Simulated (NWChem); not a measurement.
System: SiH4O3; SMILES O[SiH](O)O

```xyz
8

Si     0.0780    -0.0053     0.4813
O     -1.3474     0.1970    -0.3444
O      0.5815    -1.5225     0.0660
O      1.2548     1.0760     0.0748
H     -0.1230     0.1912     1.9353
H     -1.8668     0.9796    -0.1403
H     -0.1096    -2.1090    -0.2555
H      1.6778     0.9361    -0.7784
```
Atoms are numbered in this order, from 1.

Results from NWChem. Geometry optimised at PBE0/def2-SVP; all other runs use it. Pople sets run with spherical d functions. Vzz has the sign of the potential's second derivative.

```tsv
quantity	level	value
highest occupied level (eV)	LDA (Slater exchange, PW92)/def2-SVP	-7.14
first 1s excitation (eV), Si K edge, unshifted	PBE/6-311G**, TDA	(withheld)
charge (e), ESP O4	B3LYP/def2-SVP	(withheld)
solvation free energy (kcal/mol) in cyclohexane	B3LYP/def2-SVP, SMD	-3.6
Vzz O3 (a.u.)	PBE/6-31G*	1.339
dipole (D)	PBE0/def2-SVP	(withheld)
highest harmonic frequency (cm⁻¹)	PBE0/def2-SVP	3941
```

Task: What belongs in the gaps?

Result: 
- first 1s excitation (eV), Si K edge, unshifted, value: 1780.5
- charge (e), ESP O4, value: -0.71
- dipole (D), value: 1.72
